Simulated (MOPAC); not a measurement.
MOPAC input (MNDO):

```
MNDO 1SCF CHARGE=1 GEO-OK AUX(PRECISION=9) THREADS=1
H6FOSi2

F     1.13047900 1   -0.41517400 1   -1.55532700 1
Si    1.34792500 1   -0.22414100 1   -0.00994800 1
O    -0.10906500 1    0.65573000 1    0.49666700 1
Si   -1.82304000 1    0.06600400 1    0.49952900 1
H     1.24910900 1   -1.49020200 1    0.70874900 1
H     2.41347400 1    0.72483300 1    0.30492600 1
H     0.01319500 1    1.60561300 1    0.66168300 1
H    -2.46408600 1    0.86345600 1   -0.54981900 1
H    -2.26988900 1    0.34636100 1    1.86704100 1
H    -1.59198200 1   -1.34541700 1    0.17788300 1
```

Output:

```
 *******************************************************************************
 **                                                                           **
 **                              MOPAC v23.2.5                                **
 **                                                                           **
 *******************************************************************************
 ** MOPAC's Digital Object Identifier: https://doi.org/10.5281/zenodo.6511958 **
 **                                                                           **
 ** Please cite the open-source release paper for use of this MOPAC version:  **
 ** J. E. Moussa and J. J. P. Stewart (2026)                                  **
 ** MOPAC: An open-source semiempirical molecular orbital program             **
 ** J. Open Source Softw., 11(119), 8025, https://doi.org/10.21105/joss.08025 **
 *******************************************************************************

                              MNDO CALCULATION RESULTS

 *******************************************************************************
 *  MNDO       - The MNDO Hamiltonian to be used
 *  GEO-OK     - OVERRIDE INTERATOMIC DISTANCE AND OTHER SAFETY CHECKS
 *
 *
 *
 *                 CHARGE ON SYSTEM = +1
 *
 *
 *
 *  1SCF       - DO 1 SCF AND THEN STOP
 *  AUX        - OUTPUT AUXILIARY INFORMATION
 *******************************************************************************
MNDO 1SCF CHARGE=1 GEO-OK AUX(PRECISION=9) THREADS=1
 H6FOSi2

   ATOM   CHEMICAL          X               Y               Z
  NUMBER   SYMBOL      (ANGSTROMS)     (ANGSTROMS)     (ANGSTROMS)

     1       F          1.13047900  *  -0.41517400  *  -1.55532700  *
     2      Si          1.34792500  *  -0.22414100  *  -0.00994800  *
     3       O         -0.10906500  *   0.65573000  *   0.49666700  *
     4      Si         -1.82304000  *   0.06600400  *   0.49952900  *
     5       H          1.24910900  *  -1.49020200  *   0.70874900  *
     6       H          2.41347400  *   0.72483300  *   0.30492600  *
     7       H          0.01319500  *   1.60561300  *   0.66168300  *
     8       H         -2.46408600  *   0.86345600  *  -0.54981900  *
     9       H         -2.26988900  *   0.34636100  *   1.86704100  *
    10       H         -1.59198200  *  -1.34541700  *   0.17788300  *

          CARTESIAN COORDINATES

    NO.       ATOM           X           Y           Z

     1         F          1.1305     -0.4152     -1.5553
     2        Si          1.3479     -0.2241     -0.0099
     3         O         -0.1091      0.6557      0.4967
     4        Si         -1.8230      0.0660      0.4995
     5         H          1.2491     -1.4902      0.7087
     6         H          2.4135      0.7248      0.3049
     7         H          0.0132      1.6056      0.6617
     8         H         -2.4641      0.8635     -0.5498
     9         H         -2.2699      0.3464      1.8670
    10         H         -1.5920     -1.3454      0.1779

  H: (MNDO): M.J.S. DEWAR, W. THIEL, J. AM. CHEM. SOC., 99, 4899, (1977)
  O: (MNDO): M.J.S. DEWAR, W. THIEL, J. AM. CHEM. SOC., 99, 4899, (1977)
  F: (MNDO): M.J.S. DEWAR, H.S. RZEPA, J. AM. CHEM. SOC., 100, 777, (1978)
 Si: (MNDO): M.J.S.DEWAR, ET. AL. ORGANOMETALLICS  5, 375 (1986)

           Empirical Formula: H6 O F Si2  =    10 atoms

      MOLECULAR POINT GROUP   :   C1

      RHF CALCULATION, NO. OF DOUBLY OCCUPIED LEVELS = 13

 -------------------------------------------------------------------------------
 MNDO 1SCF CHARGE=1 GEO-OK AUX(PRECISION=9) THREADS=1
 H6FOSi2

     1SCF WAS SPECIFIED, SO BFGS WAS NOT USED
     SCF FIELD WAS ACHIEVED

                              MNDO CALCULATION
                                                       MOPAC v23.2.5 Linux

          FINAL HEAT OF FORMATION =        -26.89141 KCAL/MOL =    -112.51366 KJ/MOL

          COSMO AREA              =        135.20 SQUARE ANGSTROMS
          COSMO VOLUME            =        130.40 CUBIC ANGSTROMS

          IONIZATION POTENTIAL    =         16.628114 EV
          HOMO LUMO ENERGIES (EV) =        -16.628 -4.043
          NO. OF FILLED LEVELS    =         13
          MOLECULAR WEIGHT        =         97.2162         POINT GROUP:  C1

          MOLECULAR DIMENSIONS (Angstroms)

            Atom       Atom       Distance
            H     8    H     6     4.95383
            H     9    F     1     4.01661
            H     5    H     7     2.98717

          SCF CALCULATIONS        =          1

   ATOM   CHEMICAL          X               Y               Z
  NUMBER   SYMBOL      (ANGSTROMS)     (ANGSTROMS)     (ANGSTROMS)

     1       F          1.13047900  *  -0.41517400  *  -1.55532700  *
     2      Si          1.34792500  *  -0.22414100  *  -0.00994800  *
     3       O         -0.10906500  *   0.65573000  *   0.49666700  *
     4      Si         -1.82304000  *   0.06600400  *   0.49952900  *
     5       H          1.24910900  *  -1.49020200  *   0.70874900  *
     6       H          2.41347400  *   0.72483300  *   0.30492600  *
     7       H          0.01319500  *   1.60561300  *   0.66168300  *
     8       H         -2.46408600  *   0.86345600  *  -0.54981900  *
     9       H         -2.26988900  *   0.34636100  *   1.86704100  *
    10       H         -1.59198200  *  -1.34541700  *   0.17788300  *

                             CARTESIAN COORDINATES

   1    F        1.130479000    -0.415174000    -1.555327000
   2   Si        1.347925000    -0.224141000    -0.009948000
   3    O       -0.109065000     0.655730000     0.496667000
   4   Si       -1.823040000     0.066004000     0.499529000
   5    H        1.249109000    -1.490202000     0.708749000
   6    H        2.413474000     0.724833000     0.304926000
   7    H        0.013195000     1.605613000     0.661683000
   8    H       -2.464086000     0.863456000    -0.549819000
   9    H       -2.269889000     0.346361000     1.867041000
  10    H       -1.591982000    -1.345417000     0.177883000

           Empirical Formula: H6 O F Si2  =    10 atoms

      MOLECULAR POINT GROUP   :   C1

                  EIGENVALUES
 -49.55879 -46.73004 -26.27734 -25.23908 -22.85541 -21.18508 -20.96770 -20.36420
 -20.07079 -19.19768 -16.86231 -16.71303 -16.62811  -4.04302  -3.16881  -3.05230
  -2.86453  -2.73112  -2.65068  -2.36037  -1.01600  -0.63090

              NET ATOMIC CHARGES AND DIPOLE CONTRIBUTIONS

  ATOM NO.   TYPE          CHARGE      No. of ELECS.   s-Pop       p-Pop
    1          F          -0.487511        7.4875     1.86240     5.62511
    2         Si           1.660059        2.3399     1.00042     1.33952
    3          O          -0.632400        6.6324     1.76247     4.86993
    4         Si           1.563679        2.4363     1.08834     1.34798
    5          H          -0.252911        1.2529     1.25291
    6          H          -0.256138        1.2561     1.25614
    7          H           0.286127        0.7139     0.71387
    8          H          -0.288385        1.2884     1.28838
    9          H          -0.288749        1.2887     1.28875
   10          H          -0.303773        1.3038     1.30377
 DIPOLE           X         Y         Z       TOTAL
 POINT-CHG.    -1.028     1.156     3.622     3.938
 HYBRID         0.018     0.741    -0.277     0.791
 SUM           -1.010     1.897     3.344     3.975

          ATOMIC ORBITAL ELECTRON POPULATIONS

     Atom    s        px        py        pz
    1  F   1.86240   1.94469   1.95493   1.72549
    2 Si   1.00042   0.40458   0.50569   0.42925
    3  O   1.76247   1.59175   1.33903   1.93915
    4 Si   1.08834   0.31747   0.49423   0.53628
    5  H   1.25291
    6  H   1.25614
    7  H   0.71387
    8  H   1.28838
    9  H   1.28875
   10  H   1.30377

 **********************
 *                    *
 * JOB ENDED NORMALLY *
 *                    *
 **********************

 == MOPAC DONE ==
```

The dipole moment of an ion depends on the origin.

The geometry given is a B3LYP-D3(BJ)/def2-TZVP minimum.
